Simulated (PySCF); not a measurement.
Does the answer move with the share of exact exchange?

C₃H₃BCl₂.
Cartesian coordinates in Å at the PBE0-D3(BJ)/def2-SVP level; atoms count from 1:
```xyz
9
C3H3BCl2 angstrom
C      1.7535    0.3713   -0.2466
C      0.6891    0.0070    0.2024
C     -0.6192   -0.4116    0.6862
B     -1.6585   -0.0316   -0.4388
Cl    -2.2770    1.5977   -0.5541
Cl    -2.1884   -1.2183   -1.6056
H      2.7032    0.6896   -0.6340
H     -0.8600    0.1120    1.6262
H     -0.6244   -1.4957    0.8803
```

PySCF, pcSseg-2 basis, density fitting, gas phase, PBE0-D3(BJ)/def2-SVP geometry. One functional is left out:

```json
{"functional": "B97-D", "exact exchange (%)": "0", "HOMO energy (eV)": "-6.62", "LUMO energy (eV)": "-2.35", "dipole moment (D)": "1.008"}
{"functional": "BLYP", "exact exchange (%)": "0", "HOMO energy (eV)": "-6.51", "LUMO energy (eV)": "-2.37", "dipole moment (D)": "0.957"}
{"functional": "BP86", "exact exchange (%)": "0", "HOMO energy (eV)": "-6.75", "LUMO energy (eV)": "-2.62", "dipole moment (D)": "0.971"}
{"functional": "LDA", "exact exchange (%)": "0", "HOMO energy (eV)": "-6.83", "LUMO energy (eV)": "-2.82", "dipole moment (D)": "0.981"}
{"functional": "OPBE", "exact exchange (%)": "0", "HOMO energy (eV)": "-6.63", "LUMO energy (eV)": "-2.45", "dipole moment (D)": "1.003"}
{"functional": "PBE", "exact exchange (%)": "0", "HOMO energy (eV)": "-6.66", "LUMO energy (eV)": "-2.56", "dipole moment (D)": "0.964"}
{"functional": "B3LYP", "exact exchange (%)": "20", "HOMO energy (eV)": "-7.64", "LUMO energy (eV)": "-1.79", "dipole moment (D)": "1.024"}
{"functional": "B97-2", "exact exchange (%)": "21", "HOMO energy (eV)": "-7.62", "LUMO energy (eV)": "-1.59", "dipole moment (D)": "1.054"}
{"functional": "PBE0", "exact exchange (%)": "25", "HOMO energy (eV)": "-7.88", "LUMO energy (eV)": "-1.61", "dipole moment (D)": "1.044"}
{"functional": "BHandHLYP", "exact exchange (%)": "50", "HOMO energy (eV)": "-8.96", "LUMO energy (eV)": "-0.48", "dipole moment (D)": "1.112"}
```

Predict the row of mPW1PW91 (25 % exact exchange) by straight lines through the other rows, and check it.

```
         property   line  computed  computed − line  PBE0 (25 %), for comparison
 HOMO energy (eV)  -7.83     -7.89            -0.06                        -7.88
 LUMO energy (eV)  -1.52     -1.61            -0.09                        -1.61
dipole moment (D)  1.047     1.045           -0.002                        1.044
```

Which of these properties follows the share of exact exchange most closely, and which least?

Most closely the HOMO energy, least the dipole moment; the correlations over the tabulated rows are HOMO energy -0.994, LUMO energy 0.980, dipole moment 0.936. The HOMO energy moves by -0.464 eV for every 10 %. Functionals with the same share still differ in their other parts: at 0 % BLYP and LDA differ by 0.32 eV in it.
